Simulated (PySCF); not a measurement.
Excitations are Tamm–Dancoff values on a coarser integration grid. The basis has no diffuse functions, so Rydberg states are missing or too high.

Cartesian coordinates (Å):
SMILES: C(=CC=C)=C
```xyz
11

C      1.6653    -1.6831     0.9949
C      0.6480    -0.9360     0.6897
C     -0.3724    -0.1778     0.3744
C     -0.3573     0.8095    -0.6963
C     -1.3983     1.5795    -1.0146
H      2.4017    -1.3662     1.7261
H      1.8150    -2.6529     0.5316
H     -1.2938    -0.2845     0.9420
H      0.5714     0.8999    -1.2494
H     -1.3413     2.3003    -1.8185
H     -2.3383     1.5112    -0.4799
```
Charge 0, spin multiplicity 1.

What T1 excitation (TDA), LUMO and S1–T1 gap (TDA) does ωB97X-D3(BJ)/def2-TZVP // B3LYP-D3(BJ)/def2-TZVP run with PySCF give?


The T1 excitation (TDA) is 3.53 eV and the LUMO is 1.40 eV. The S1–T1 gap (TDA) comes out as 2.16 eV.
